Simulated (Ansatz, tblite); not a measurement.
Forces on GaMe2(hfac) (C₇H₇F₆GaO₂) at its PBE-D4/def2-SVP geometry. Charge 0, multiplicity 1.

The xTB rows come from tblite. Single mean-field runs in def2-TZVP are fitted with def2-universal-jkfit.

GFN2-xTB (tblite), largest force 1.35 eV/Å:

```xyz
23
positions Å, forces eV/Å
Ga   -1.636   -0.408   -0.105    0.014    0.001   -0.004
C    -2.716    1.182   -0.515   -0.529    0.836   -0.212
H    -2.067    2.076   -0.598   -0.346   -0.249    0.005
H    -3.465    1.366    0.280    0.287    0.014   -0.412
H    -3.257    1.052   -1.474    0.185    0.165    0.433
C    -1.980   -2.316    0.219   -0.144   -1.001    0.184
H    -1.027   -2.881    0.234   -0.436    0.103    0.015
H    -2.632   -2.744   -0.569    0.304    0.092    0.421
H    -2.484   -2.455    1.197    0.220   -0.060   -0.457
O    -0.398    0.167    1.387    1.269    0.246   -0.330
C     0.833    0.457    1.264   -0.744   -0.303   -0.519
C     1.491    0.898    2.590    0.096    0.003   -0.120
F     1.376   -0.081    3.506    0.157    0.505   -0.239
F     0.870    1.997    3.062    0.384   -0.428   -0.034
F     2.801    1.186    2.442   -0.558   -0.071    0.308
C     1.618    0.413    0.097   -0.015   -0.024    0.004
C     1.096    0.007   -1.145   -0.858   -0.114    0.418
C     2.038   -0.047   -2.369    0.074    0.049    0.119
F     1.530    0.689   -3.374    0.378   -0.344    0.307
F     2.156   -1.322   -2.792    0.093    0.586    0.033
F     3.273    0.418   -2.085   -0.485   -0.254   -0.366
O    -0.095   -0.347   -1.412    1.196    0.395    0.478
H     2.674    0.694    0.159   -0.544   -0.148   -0.031
```

r2SCAN-D4/def2-TZVP (Ansatz), largest force 0.62 eV/Å:

```
Ga 0.250 0.064 0.016
C -0.169 0.214 -0.059
H -0.313 -0.415 0.037
H 0.351 -0.071 -0.386
H 0.251 0.080 0.455
C -0.066 -0.284 0.053
H -0.473 0.269 -0.003
H 0.327 0.192 0.399
H 0.247 0.048 -0.484
O 0.580 0.123 -0.179
C -0.360 -0.185 -0.358
C 0.017 0.001 -0.026
F 0.070 0.327 -0.221
F 0.224 -0.314 -0.077
F -0.427 -0.076 0.135
C 0.106 0.021 0.006
C -0.443 -0.030 0.310
C 0.013 0.019 0.015
F 0.221 -0.245 0.269
F 0.009 0.403 0.071
F -0.399 -0.176 -0.184
O 0.543 0.184 0.243
H -0.557 -0.149 -0.032
```

PBE0-D4/def2-TZVP (Ansatz), largest force 1.17 eV/Å:

```
Ga 0.241 0.062 0.015
C -0.193 0.246 -0.068
H -0.322 -0.426 0.038
H 0.356 -0.074 -0.389
H 0.255 0.079 0.461
C -0.076 -0.323 0.061
H -0.485 0.275 -0.004
H 0.331 0.197 0.401
H 0.250 0.050 -0.491
O 1.117 0.247 -0.247
C -0.741 -0.292 -0.396
C 0.142 0.105 0.313
F 0.115 0.627 -0.521
F 0.425 -0.655 -0.240
F -0.839 -0.169 0.167
C -0.004 -0.009 0.000
C -0.827 -0.133 0.304
C 0.215 -0.015 -0.299
F 0.382 -0.464 0.596
F -0.024 0.805 0.220
F -0.791 -0.318 -0.260
O 1.059 0.342 0.373
H -0.585 -0.155 -0.034
```
